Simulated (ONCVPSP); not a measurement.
Varying the ONCV potential for rubidium (Rb)

Base potential:

| Property | Result |
| --- | --- |
| Element | rubidium (Rb) |
| Generator | ONCVPSP 4.0.1 |
| Type | optimised norm-conserving Vanderbilt (ONCV) |
| Functional | BLYP |
| Relativity | scalar-relativistic |
| Frozen core | [Ar] 3d10 |
| Valence charge | 9 |
| Reference configuration | 4s2 4p6 5s0.75 (charge +0.25) |
| Partial waves | 4s+5s: rc 2.50 bohr, ncon 4, nbas 7, qcut 3.9 1/bohr, 2 projectors; 4p: rc 1.90 bohr, ncon 5, nbas 8, qcut 7.5 1/bohr, 3 projectors, debl 0.7 Ha; d scattering state at 0.1 Ha: rc 1.85 bohr, ncon 4, nbas 8, qcut 4.4 1/bohr, 3 projectors, debl 0.5 Ha |
| Local potential | polynomial inside 1.20 bohr (lpopt 5, dvloc0 0 Ha) |
| Core correction | none |

All-electron outer shells of the reference configuration (BLYP, scalar-relativistic, ld1.x):

```csv
shell,level (eV),outermost node (bohr),outermost maximum (bohr)
4s,-32.96,0.62,1.25
4p,-17.00,0.64,1.42
5s,-3.14,1.78,4.11
```

Cutoffs, loose and tight: the cutoffs (Ha) at which the residual kinetic energy of the hardest occupied pseudo-wave falls to 1 and 0.1 mHa per electron. They do not see the model core or the augmentation charge, which bear on the density cutoff. Test errors are all-electron minus pseudo excitation energies from the reference, over the configurations 4s2 4p6 5s1; 4s2 4p6 5s0; 4s2 4p6 5s0.5; 4s2 4p5 5s1. A dash means not determined; rows that change the core or the reference have their own tests.

A true bound ghost makes a file unfit for plane-wave use even where its test errors are small: the radial tests pick states by their node count and pass the ghost by.

```csv
change,outcome,"cutoff, loose","cutoff, tight",bound ghosts,GHOST(+) flags above zero,largest test error (meV)
base,generated,18 Ha,23 Ha,d,"s, d",+16
"all radii scaled by about 0.91 (s 2.26, p 1.72, d 1.68 bohr); local potential polynomial inside 1.08 bohr (lpopt 5, dvloc0 0 Ha)",generated,19 Ha,24 Ha,"p, d","s, d",+14
"all radii scaled by about 0.97 (s 2.42, p 1.84, d 1.80 bohr); local potential polynomial inside 1.16 bohr (lpopt 5, dvloc0 0 Ha)",generated,19 Ha,23 Ha,d,"s, d",+15
"all radii scaled by about 1.11 (s 2.78, p 2.12, d 2.06 bohr); local potential polynomial inside 1.34 bohr (lpopt 5, dvloc0 0 Ha)",generated,16 Ha,21 Ha,d,"s, d",+17
"all radii scaled by about 1.20 (s 3.02, p 2.28, d 2.22 bohr); local potential polynomial inside 1.44 bohr (lpopt 5, dvloc0 0 Ha)",generated,15 Ha,19 Ha,d,none,+18
"all radii scaled by about 1.29 (s 3.22, p 2.46, d 2.38 bohr); local potential polynomial inside 1.56 bohr (lpopt 5, dvloc0 0 Ha)",generated,13 Ha,18 Ha,d,d,+18
```

Question: What comes out with this change to the base: all radii scaled by about 0.77 (s 1.94, p 1.46, d 1.44 bohr); local potential polynomial inside 0.92 bohr (lpopt 5, dvloc0 0 Ha)?

Answer: outcome: generated; cutoff, loose: 18 Ha; cutoff, tight: 32 Ha; bound ghosts: s, p, d; GHOST(+) flags above zero: p, d; largest test error (meV): +35.

Reading the sweep of the scale of all radii (base = 1) (base included, trends over the rows without a ghost): Bound ghosts are found at 0.77, 0.91, 0.97, 1, 1.11, 1.2, 1.29. Every judged row has one, so this setting neither creates nor removes them.
